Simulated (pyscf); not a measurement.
**H₃C–CH₂–O–SiH₃, singlet**

Gas-phase minimum from PySCF at ωB97X-D3(BJ)/def2-SVP, one conformer. H₃C–CH₂–O–SiH₃ lies 18.1 kcal/mol over its isomer H₃C–CH₂–SiH₂–OH, and others may lie lower still (electronic energy, ωB97M-D3(BJ)). 

```
C
H 1 1.1023
H 1 1.1080 2 106.98
O 1 1.4143 2 106.97 3 117.99
C 1 1.5219 2 110.10 3 -119.61
H 5 1.1011 1 110.33 2 -63.05
H 5 1.1016 6 108.54 1 -121.33
H 5 1.1025 6 108.06 7 -116.73
Si 4 1.6637 1 124.51 2 -166.38
H 9 1.4857 4 107.03 1 163.38
H 9 1.4940 10 109.11 4 -121.85
H 9 1.4966 10 110.44 11 -118.61
```

Properties at ωB97X-D3(BJ)/def2-SVP:

| Item | Result |
|---|---|
| Harmonic wavenumbers, unscaled | 48, 123, 197, 285, 427, 728, 731, 771, 815, 951, 957, 981, 1003, 1113, 1181, 1215, 1325, 1390, 1434, 1469, 1483, 1510, 2230, 2245, 2292, 3035, 3065, 3118, 3159, 3171 cm⁻¹ |
| Zero-point energy | 60.7 kcal/mol |
| Rotational symmetry number | 1 |
| Entropy of this conformer at 298 K and 1 atm, rigid rotor and harmonic oscillator, modes under 100 cm⁻¹ raised to 100 | 321.9 J/(mol K) |
| Dipole moment | 1.24 D |

Single-point totals, which compare only within one level (frozen core for MP2 and CC):

```json
[
 {"level": "ωB97X-D3(BJ)/def2-TZVP", "total energy (hartree)": "-445.92756"},
 {"level": "PBE/def2-TZVP", "total energy (hartree)": "-445.48115"},
 {"level": "r²SCAN/def2-TZVP", "total energy (hartree)": "-445.71811"},
 {"level": "B3LYP-D3(BJ)/def2-TZVP", "total energy (hartree)": "-445.88200"},
 {"level": "PBE0-D3(BJ)/def2-TZVP", "total energy (hartree)": "-445.53585"},
 {"level": "M06-2X/def2-TZVP", "total energy (hartree)": "-445.74083"},
 {"level": "ωB97M-D3(BJ)/def2-TZVP", "total energy (hartree)": "-445.91263"},
 {"level": "HF/def2-TZVPP", "total energy (hartree)": "-444.29338"},
 {"level": "MP2/def2-TZVPP", "total energy (hartree)": "-445.01202"},
 {"level": "CCSD/def2-TZVPP", "total energy (hartree)": "-445.05926"},
 {"level": "CCSD(T)/def2-TZVPP", "total energy (hartree)": "-445.08647"}
]
```

The lowest mode is so soft that the shape along it may change with the basis. Soft torsions are taken as harmonic, which can shift the entropy by several J/(mol K). The CCSD(T) − MP2 part came from Ansatz, without density fitting, on the same reference.
